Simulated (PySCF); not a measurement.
SMILES Fc1ccc(F)cc1, singlet, GFN2-xTB optimised geometry.

```
12

F      2.71     0.00     0.00
C      1.36     0.00     0.00
C      0.69    -1.21     0.00
C     -0.69    -1.21     0.00
C     -1.36     0.00     0.00
F     -2.71     0.00     0.00
C     -0.69     1.21     0.00
C      0.69     1.21     0.00
H      1.25    -2.13     0.00
H     -1.25    -2.13     0.00
H     -1.25     2.13     0.00
H      1.25     2.13     0.00
```

Density from PySCF 2.14.0 with PBE/def2-TZVP at that geometry.

Minimum of the electron density along straight lines between bonded atoms, close to the bond critical point (lines longer than 1.1 times the sum of covalent radii, or with two minima, are not listed):

```csv
bond,length / Å,ρ at the minimum / e bohr⁻³,∇²ρ there / e bohr⁻⁵,position (fraction from the first atom)
F1–C2,1.347,0.265,-0.16,0.66
C2–C3,1.384,0.322,-0.93,0.52
C3–C4,1.383,0.316,-0.89,0.50
C4–C5,1.384,0.322,-0.93,0.48
C5–F6,1.347,0.265,-0.16,0.34
C5–C7,1.384,0.322,-0.93,0.52
C2–C8,1.384,0.322,-0.93,0.52
C7–C8,1.383,0.316,-0.89,0.50
C3–H9,1.078,0.286,-1.01,0.65
C4–H10,1.078,0.286,-1.01,0.65
C7–H11,1.078,0.286,-1.01,0.65
C8–H12,1.078,0.286,-1.01,0.65
```
